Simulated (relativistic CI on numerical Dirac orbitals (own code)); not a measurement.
# What each ingredient does to the levels of Ta⁴⁺

Base calculation: Dirac-Coulomb-Breit CI, KLI orbitals optimised for each configuration, QED by a radiative potential, valence Slater integrals scaled by 0.85, P86 correlation energy added to each configuration.

CI space (outside the closed core [Kr] 4d10 5s2): 4f¹⁴5p⁶5d, 4f¹⁴5p⁶6s, 4f¹⁴5p⁶6p, 4f¹⁴5p⁶5f, 4f¹⁴5p⁶5g, 4f¹⁴5p⁶7s, 4f¹⁴5p⁵5d², 4f¹⁴5p⁶6d, 4f¹³5p⁶5d², 4f¹⁴5p⁶7p, 4f¹⁴5p⁶7d, 4f¹⁴5p⁶6f, 4f¹³5p⁶5d6s, 4f¹⁴5p⁶7f. Double excitations out of closed p, d and f shells are left out; levels of such configurations are missing from the list, as are those of other unlisted configurations, and high levels can miss mixing partners.

The lowest level and the first level of each name with at least 55 % of one term (blank where a level has no safe partner in the second run):

```csv
Level,Base (cm⁻¹),Shift (cm⁻¹)
4f¹⁴5p⁶5d ²D3/2,0.0,0.0
4f¹⁴5p⁶5d ²D5/2,5903.0,0.0
4f¹⁴5p⁶6s ²S1/2,51794.3,-4334.6
4f¹⁴5p⁶6p ²P°1/2,107911.6,-4940.1
4f¹⁴5p⁶6p ²P°3/2,120490.3,-4942.7
4f¹⁴5p⁶6d ²D3/2,198652.2,-4885.7
4f¹⁴5p⁶6d ²D5/2,200543.2,-4885.7
4f¹³5p⁶5d² ⁴F°9/2,203841.4,-3424.8
4f¹³5p⁶5d² ⁴I°13/2,205252.6,-3424.2
4f¹⁴5p⁶7s ²S1/2,206342.8,-5653.7
4f¹⁴5p⁶5f ²F°5/2,208176.1,-5236.2
4f¹⁴5p⁶5f ²F°7/2,208730.8,-5420.6
4f¹³5p⁶5d² ⁴I°15/2,208890.9,-3424.2
4f¹³5p⁶5d² ⁴G°11/2,211000.4,-3429.8
```

At this charge configurations can still be misplaced by up to about 7 % of their energy. Levels and lines within the n = 5 or 6 shells can be off by up to 10 % or somewhat more, and those that change n by about 2 %, since core polarisation is missing. Levels that differ in their count of f electrons can be misplaced by several ten thousand cm⁻¹, since the correlation energy of f electrons is missing or only estimated; rates across such gaps can be off by orders of magnitude.

One thing was changed in a second run, which moved the levels as shown. Which?
A. no correlation estimate
B. Slater integrals left unscaled
C. configuration mixing switched off
D. QED terms removed
E. Breit term removed

A. No correlation estimate. A correlation estimate moves all levels of a configuration together before mixing; mixed levels move by a weighted share.

LS names give the leading component of a level, which can be under half, so a name can repeat, a term be missing and a line seem to break the LS rules.
